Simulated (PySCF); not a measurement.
The geometry has D3h symmetry (within 0.05 Å) and had no frequency check at the DFT level, so a distortion to lower symmetry isn't ruled out.

Delta-SCF ions had no search for a lower state. Excitations are Tamm–Dancoff values on a coarser integration grid. The basis has no diffuse functions, so Rydberg states are missing or too high.

Cartesian coordinates (Å):
SMILES: N#CC(C#N)=C1C(=C(C#N)C#N)C1=C(C#N)C#N
```xyz
18

N     -0.4763    -3.8850    -1.3906
C      0.1232    -2.9012    -1.2462
C      0.8660    -1.6927    -1.0712
C      2.1838    -1.6116    -1.6183
N      3.2541    -1.5502    -2.0644
C      0.3247    -0.6346    -0.4017
C     -0.7561    -0.0542     0.3081
C     -2.0169    -0.1446     0.8212
C     -2.5962     0.9541     1.5282
N     -3.0709     1.8442     2.1032
C     -2.7825    -1.3414     0.6660
N     -3.4084    -2.3115     0.5421
C      0.4317     0.6888     0.0941
C      1.1513     1.8371     0.2508
C      2.4729     1.9470    -0.2819
N      3.5469     2.0409    -0.7131
C      0.5988     2.9531     0.9523
N      0.1542     3.8622     1.5214
```
Charge 0, multiplicity 1.

Q: Estimate the brightest of the four lowest singlets (TDA), vertical electron affinity (Delta-SCF), electron reorganisation energy (four-point), T1 excitation (TDA) and adiabatic electron affinity (no zero-point term) that CAM-B3LYP-D3(BJ)/def2-SVP // B3LYP-D3(BJ)/def2-SVP (PySCF) returns for this input.

A: 
```
Item                                                 Value
------------------------------------------------  --------
brightest of the four lowest singlets (TDA)        3.51 eV
vertical electron affinity (Delta-SCF)             4.76 eV
electron reorganisation energy (four-point)       0.136 eV
T1 excitation (TDA)                                1.50 eV
adiabatic electron affinity (no zero-point term)   4.79 eV
```
